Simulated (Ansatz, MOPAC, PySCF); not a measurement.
Molecule: CaOFH, charge 0, multiplicity 1. SMILES: [Ca]([OH])[F]
Geometry: optimised at B3LYP-D3(BJ)/def2-TZVP (Ansatz, a program for electronic structure).

Quantity: vertical electron affinity to the doublet, in eV. Conventions: PM7 with its own dispersion and hydrogen-bond terms; no spin-orbit coupling; open shells spin-unrestricted; frozen cores in correlated levels (noble-gas shells and the d and f shells of earlier blocks; the outer core of K, Ca and congeners matters and is frozen too); six Cartesian d functions in 6-31G* and its kin unless marked 5d; LANL2DZ with its own core potentials from Na on; dispersion terms only where a functional's name holds one; non-relativistic; 6-311+G** with 5d; each state is the SCF solution reached for its charge and spin. First-principles rows: single points at B3LYP-D3(BJ) geometries (Ansatz). Semi-empirical rows: differences of heats of formation at the shared geometry for vertical values.

| level | program | vertical electron affinity to the doublet (eV) |
|---|---|---|
| AM1 | MOPAC | -0.29 |
| PM3 | MOPAC | 0.28 |
| PM7 | MOPAC | -0.04 |
| HF/6-31G* with LANL2DZ past Ar | Ansatz | -0.57 |
| HF/6-311+G** | Ansatz | 0.09 |
| PBE/6-31G* | Ansatz | 0.31 |
| PBE/6-31G* with LANL2DZ past Ar | Ansatz | 0.04 |
| PBE/6-311+G** | Ansatz | 0.45 |
| B3LYP/STO-3G | Ansatz | -3.38 |
| B3LYP/6-31G* | Ansatz | 0.32 |
| B3LYP/6-31G* with LANL2DZ past Ar | Ansatz | 0.03 |
| M06-2X/6-31G* with LANL2DZ past Ar (5d) | PySCF | -0.02 |
| MP2/6-31G* | Ansatz | -0.07 |
| MP2/6-31G* with LANL2DZ past Ar | Ansatz | -0.53 |
| MP2/6-311+G** | Ansatz | 0.15 |
| PBE/def2-TZVPD | Ansatz | 0.37 |
| B3LYP/def2-TZVPD | Ansatz | 0.39 |
| wB97M-V/def2-TZVPD | Ansatz | 0.06 |

No value to compare with is used here. The 15 habitual levels span -3.38 (B3LYP/STO-3G) to 0.45 eV (PBE/6-311+G**); PBE/def2-TZVPD gives 0.37.

The levels are drawn from those run, B3LYP/6-31G* more often than the rest, none by its result; left out are runs that failed, that the program found above a lower state of the same kind, or whose <S^2> lies over 0.5 above the pure value.
